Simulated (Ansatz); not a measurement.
Cl₂H₂Se₂Ti (`[Cl][Ti]([Cl])([SeH])[SeH]`), relaxed with RKS PBE0-D4/def2-TZVP in Ansatz from a PBE-D4/def2-SVP geometry. The force threshold is 0.005 eV/Å; the program also tests the step.

The species carries charge 0 and has multiplicity 1.

Start:

```xyz
7

Cl    0.210   -2.309   -1.174
Ti   -0.025   -0.209   -0.645
Cl   -0.344    1.187   -2.287
Se    1.910    0.682    0.489
Se   -1.857   -0.222    0.927
H     1.701   -0.357    1.538
H    -1.595    1.229    1.151
```

| step | energy (eV) | largest force (eV/Å) | largest move (Å) |
| --- | --- | --- | --- |
| 1 | -178870.2025 | 0.384 | 0.000 |
| 2 | -178870.2132 | 0.074 | 0.018 |
| 3 | -178870.2143 | 0.013 | 0.017 |
| 4 | -178870.2144 | 0.005 | 0.012 |
| 5 | -178870.2144 | 0.002 | 0.008 |

End:

```xyz
7

Cl    0.202   -2.293   -1.172
Ti   -0.024   -0.204   -0.630
Cl   -0.335    1.174   -2.276
Se    1.914    0.666    0.484
Se   -1.860   -0.212    0.914
H     1.748   -0.359    1.531
H    -1.644    1.227    1.149
```

It took 71 s on 4 threads of an Arm Neoverse V1 on a shared host, with 1.1 GiB of host memory at the peak.
